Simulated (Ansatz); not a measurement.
Consider the formal exchange of groups at the Si–I bond: `I[SiH]1CO1` + `CBO` → `CB(O)[SiH]1CO1` + HI.

Calculated with Ansatz (gas phase, PBE0-D4/def2-TZVP geometries, no zero-point term in ΔE). CCSD(T)/CBS adds triple-zeta CCSD(T) − MP2 to the extrapolated MP2 energy (def2 sets, frozen cores). DFT in def2-TZVPP. def2 core potentials past Kr. For I outer-core shells are correlated without core-valence functions, which leaves a few kJ/mol of doubt a bond. Each species was taken in one conformer, which may not be the lowest.

`I[SiH]1CO1`:

Z-matrix (Å, degrees):
```
Si
C 1 1.799
O 1 1.650 2 50.8
I 1 2.410 2 122.2 3 -101.6
H 1 1.474 2 124.8 3 99.1
H 2 1.088 1 122.7 3 -98.8
H 2 1.088 1 120.9 3 99.6
```

`CBO`:

Cartesian coordinates in Å:
```
C 0.030 -0.079 -1.003
B 0.112 -0.137 0.552
O -0.535 0.800 1.290
H -0.572 0.753 -1.374
H -0.384 -1.015 -1.394
H 1.035 -0.005 -1.432
H 0.737 -0.996 1.125
H -0.423 0.678 2.236
```

`CB(O)[SiH]1CO1`:

Z-matrix (Å, degrees):
```
C
B 1 1.559
H 1 1.092 2 112.8
H 1 1.097 2 109.8 3 -121.0
H 1 1.095 2 110.9 3 123.0
O 2 1.358 1 118.9 3 6.3
Si 2 2.029 1 120.1 3 -174.7
H 6 0.960 2 115.0 1 -179.6
C 7 1.821 2 122.5 1 -28.9
O 7 1.680 2 117.1 1 27.7
H 7 1.492 2 117.7 1 169.9
H 9 1.089 7 121.9 2 -1.6
H 9 1.089 7 120.8 2 -159.5
```

HI:

```xyz
2

I     0.438   -0.467   -0.488
H    -0.438    0.467    0.488
```

| level | ΔE (kJ/mol) |
| --- | --- |
| r2SCAN0-D4 | 108.2 |
| ωB97M-V | 106.7 |
| PBE | 95.5 |
| MP2/CBS(def2) | 124.5 |

Q: What does CCSD(T)/CBS give? (Estimate.)

A: Ansatz gave: +110.2 kJ/mol. The listed levels differ from it by -2.0, -3.5, -14.7, 14.3 kJ/mol.

Largest T1 diagnostic among the species: 0.015.

Leaving LDA and LC-ωPBE aside and taking each functional with its dispersion term where it has one, the values, not all of them listed here, spread over 19.1 kJ/mol, from revPBE-D4 to BHLYP-D4. LDA lies −6.6 kJ/mol from PBE without D4. From BLYP to BHLYP (50 % exact exchange), in def2-TZVPP and without D4, ΔE moves by +12.1 kJ/mol. In def2-TZVPP, CCSD(T) changes the Hartree–Fock value by −19.6 kJ/mol (the triples alone add −1.7 kJ/mol) and MP2 by −5.4 kJ/mol.
